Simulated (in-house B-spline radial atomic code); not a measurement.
Br⁶⁺: [Ar] 3d10 (5f5/2)1 (an excited or competing configuration)

Method: Dirac-Hartree-Fock, average of the jj configuration, Fermi nucleus of rms radius 4.1629 fm. Calculated with an all-electron radial atomic-structure program (B-spline basis).

Z_r = [3n² - l(l+1)]/(2<r>); Z_e = n√(-2ε); the last column is Slater's effective charge. Values are occupation-weighted means over j. An effective charge above Z reflects the relativistic contraction of the inner shells.

```csv
shell,electrons,ε (eV),<r> (bohr),Z_r,Z_e,Slater
1s,2,-13672,0.04273,35.11,31.70,34.70
2s,2,-1930,0.1886,31.81,23.82,30.85
2p,6,-1709.9,0.1653,30.25,22.42,30.85
3s,2,-378.28,0.5475,24.66,15.82,23.75
3p,6,-306.46,0.559,22.36,14.24,23.75
3d,10,-187.09,0.5732,18.32,11.12,13.85
5f,1,-27.219,4.351,7.24,7.07,7.00
```

The least bound orbital is 5f5/2 at -27.22 eV, and it is also the most diffuse (<r> = 4.351 bohr).

For the 1s electron the small component carries 1.61 % of the norm, the zero-frequency Breit interaction raises the level by 21.53 eV, self-energy by 11.38 eV, and vacuum polarisation lowers it by 1.161 eV.
